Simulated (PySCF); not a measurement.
C₉H₅F₃O₂.
SMILES with atom numbers: `[O:1]=[C:2]1[O:3][CH2:4][c:5]2[cH:6][cH:7][c:8]([C:9]([F:10])([F:11])[F:12])[cH:13][c:14]21` (hydrogens: H15, H16 on C4; H17 on C6; H18 on C7; H19 on C13)

Computed with B3LYP/def2-SV(P) geometry optimisation, gas phase (PySCF).

(1) What internal coordinates does the optimisation give?

## Answers

(1) 
| bond | length (Å) | order |
| --- | --- | --- |
| O1=C2 | 1.197 | double |
| C2–O3 | 1.371 | single |
| O3–C4 | 1.428 | single |
| C4–C5 | 1.508 | single |
| C5–C6 | 1.396 | aromatic |
| C6–C7 | 1.398 | aromatic |
| C7–C8 | 1.409 | aromatic |
| C8–C9 | 1.512 | single |
| C9–F10, C9–F11, C9–F12 | 1.344 | single |
| C8–C13 | 1.398 | aromatic |
| C13–C14 | 1.394 | aromatic |
| C2–C14 | 1.488 | single |
| C5–C14 | 1.392 | aromatic |
| C4–H15, C4–H16 | 1.105 | single |
| C6–H17 | 1.094 | single |
| C7–H18 | 1.093 | single |
| C13–H19 | 1.092 | single |

Bonds in one row agree within 0.01 Å and their mean is given. Orders are formal, as drawn. A selection of angles:
| angle | degrees |
| --- | --- |
| O1–C2–O3 | 123.2 |
| O1–C2–C14 | 130.0 |
| O3–C2–C14 | 106.8 |
| C2–O3–C4 | 112.0 |
| O3–C4–C5 | 105.1 |
| C4–C5–C6 | 132.1 |
| C4–C5–C14 | 107.5 |
| C6–C5–C14 | 120.5 |
| C5–C6–C7 | 118.0 |
| C6–C7–C8 | 121.2 |
| C7–C8–C9 | 119.1 |
| C7–C8–C13 | 120.6 |
| C9–C8–C13 | 120.3 |
| C8–C9–F10 | 111.6 |
| F10–C9–F11 | 107.7 |
| C8–C13–C14 | 117.5 |
| C2–C14–C13 | 129.2 |
| C2–C14–C5 | 108.6 |
| C5–C14–C13 | 122.2 |

Torsions: O1–C2–O3–C4 180° (antiperiplanar); C2–O3–C4–C5 0° (synperiplanar); O3–C4–C5–C6 180° (antiperiplanar); C7–C8–C9–F10 -41° (synclinal); O1–C2–C14–C13 0° (synperiplanar). The mirror-image conformer, all signs reversed, is as good.

Of the pairs four or more bonds apart, F11···H19 is among the closest relative to their van der Waals radii: 2.46 Å, 92 % of the sum of Bondi's values. The C–C distances run from 1.392 Å (C5–C14, aromatic) to 1.512 Å (C8–C9, drawn single), a spread of 0.120 Å. All 3 C–F bonds measure 1.342 to 1.346 Å. The C–O distances run from 1.197 Å (O1=C2, drawn double) to 1.428 Å (O3–C4, drawn single), a spread of 0.231 Å. The 6-membered ring C5–C6–C7–C8–C13–C14 has internal angles of 117.5° to 122.2° (sum 720°, against 720° for a flat polygon); it is planar, 0.00 Å rms from its mean plane, widest ring torsion 0°. O3 (ester single-bonded oxygen) is bent (angle 112.0°). The 5-membered ring C2–O3–C4–C5–C14 has internal angles of 105.1° to 112.0°; it is planar, 0.00 Å rms from its mean plane, widest ring torsion 0°.

Point group: C1 (no symmetry element, even within 0.4 Å). No frequency check.

Hardware: 4 threads, Intel Xeon Platinum 8488C (x86_64), shared host with 96 logical CPUs at a one-minute load of 46. Cost: 53 s wall, 5.0 min CPU, 1.3 GiB resident at most. These figures are those of the optimisation.
